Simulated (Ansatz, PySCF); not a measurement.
Molecule: Si2H2 (charge 0, singlet). SMILES: [Si]=[SiH2]
Geometry: optimised at B3LYP-D3(BJ)/def2-TZVP (Ansatz, a first-principles code).

Quantity: vertical ionisation energy (to the doublet state of charge +1; each state is the SCF solution reached for its spin; the UHF <S^2> is 1.04 for the doublet (pure: 0.75); for the doublet T1 is 0.076; for the singlet the Hartree-Fock reference is unstable and T1 is 0.021), in eV. Cores are frozen in the correlated levels unless marked. Open shells are spin-unrestricted. No spin-orbit coupling. No relativistic terms. CBS marks a two-point X^-3 extrapolation of the correlation energy; Hartree-Fock from the larger set. The bracket is a focal-point correction in the basis named.

| level | program | vertical ionisation energy (eV) | minus last row |
|---|---|---|---|
| HF/aug-cc-pV(T+d)Z | Ansatz | 6.69 | -1.44 |
| BHLYP/def2-TZVPD | Ansatz | 7.67 | -0.46 |
| M06-2X/def2-TZVPD | PySCF | 7.81 | -0.32 |
| B2PLYP/def2-TZVPD | Ansatz | 7.85 | -0.28 |
| RI-MP2/def2-QZVPPD | Ansatz | 8.11 | -0.02 |
| RI-MP2/CBS(aug-cc-pV(T+d)Z,aug-cc-pV(Q+d)Z) | Ansatz | 8.18 | 0.05 |
| CCSD/aug-cc-pV(D+d)Z | Ansatz | 7.79 | -0.34 |
| CCSD/def2-TZVPPD | Ansatz | 7.85 | -0.28 |
| CCSD/def2-QZVPPD | Ansatz | 7.90 | -0.23 |
| RI-MP2/CBS(aug-cc-pV(T+d)Z,aug-cc-pV(Q+d)Z)+[CCSD(T)-MP2]/aug-cc-pV(T+d)Z | Ansatz | 8.13 | 0.00 |

For comparison, minus the highest occupied orbital energy (PySCF): 5.18 eV at BP86/def2-TZVPD, 5.27 eV at r2SCAN/def2-TZVPD, 6.36 eV at MN15/def2-TZVPD.
